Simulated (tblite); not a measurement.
C₇H₁₁S (doublet state).
Z-matrix (Å and degrees, GFN2-xTB geometry), rows numbered from 1:
```
C 
C   1  1.3736
C   2  1.3474  1  124.90
C   3  1.2899  2  176.45  1   101.62
C   4  1.5129  3  124.36  1    83.30
C   5  1.5225  4  109.95  3  -114.81
S   6  1.8239  5  112.71  4  -176.02
C   7  1.8147  6  100.19  5   -73.89
H   1  1.0750  2  121.09  3    -0.59
H   1  1.0736  2  121.04  3   179.38
H   2  1.0856  1  118.48  3  -178.95
H   4  1.0861  3  121.28  5  -179.00
H   5  1.0929  4  109.42  3   125.39
H   5  1.0909  4  109.37  3     6.45
H   6  1.0901  5  110.71  4   -58.94
H   6  1.0908  5  111.36  4    62.58
H   8  1.0861  7  110.21  6    68.56
H   8  1.0864  7  109.37  6   -53.48
H   8  1.0849  7  106.58  6  -172.39
```

Computed with GFN2-xTB (tblite): harmonic, unscaled wavenumbers at the GFN2-xTB geometry, gas phase. The method is semi-empirical: single wavenumbers can be off by several per cent or more. One conformer, not necessarily the lowest. Open shells enter through the occupations alone, without spin polarisation, and single modes of such species can be off by tens of per cent.

Harmonic wavenumbers (cm⁻¹): 30.6, 31.4, 79.3, 113.2, 133.5, 158.7, 179.4, 236.5, 285.3, 330.2, 446.5, 523.2, 536.1, 713.7, 730.3, 734.5, 760.0, 774.0, 879.9, 916.2, 932.2, 942.4, 996.1, 1028.3, 1051.8, 1097.2, 1124.1, 1209.0, 1242.5, 1246.9, 1260.1, 1303.4, 1319.4, 1378.2, 1441.3, 1448.1, 1457.0, 1465.4, 1471.1, 1951.8, 2962.1, 2967.3, 2975.2, 2991.0, 3001.5, 3006.8, 3023.0, 3027.6, 3063.5, 3122.5, 3160.0.

A = 3753, B = 605.5, C = 553.8 MHz; mass 127.058 u (most abundant isotopes); point group C1, symmetry number 1; spin multiplicity 2.

**Question.** What is the zero-point energy?

**Answer.** ½Σν̃ = 33630 cm⁻¹ = 402.30 kJ/mol.

**Question.** Give the ideal-gas entropy at 350 K and 1 bar in the rigid-rotor, harmonic-oscillator model (classical rotation).

**Answer.** Translation 172.61, rotation 127.21, vibration 171.13, spin (R ln 2) 5.76: S = 476.7 J/(mol K).

**Question.** And Cp and H(350 K) − H(0)?

**Answer.** Cp = 184.83 J/(mol K), of which vibrations give 151.57 (their classical limit is 51 R = 424.0); H(350 K) − H(0) = 40.18 kJ/mol without the zero-point energy, 28.54 from vibrations.

**Question.** What must be added to the electronic energy to get the Gibbs energy at 350 K and 1 bar?

**Answer.** ZPE + [H(350 K) − H(0)] − T·S = 402.30 + 40.18 − 166.85 = 275.63 kJ/mol.

**Question.** Which modes carry the vibrational entropy at 350 K?

**Answer.** 30.6 cm⁻¹: 25.56; 31.4 cm⁻¹: 25.34; 79.3 cm⁻¹: 17.67; 113.2 cm⁻¹: 14.75; 133.5 cm⁻¹: 13.41; 158.7 cm⁻¹: 12.01 J/(mol K); the other 45 give 62.39 together.

Hindered rotation and anharmonicity are outside this model. Other conformers, if any are populated, would add a mixing term that is left out. The structure is chiral; the term R ln 2 for an equal mix with its mirror image is left out.

Time: 2.2 s wall. Hardware: one thread of an Intel Xeon at 2.50 GHz, on a shared host. The figure is for the frequency step alone.
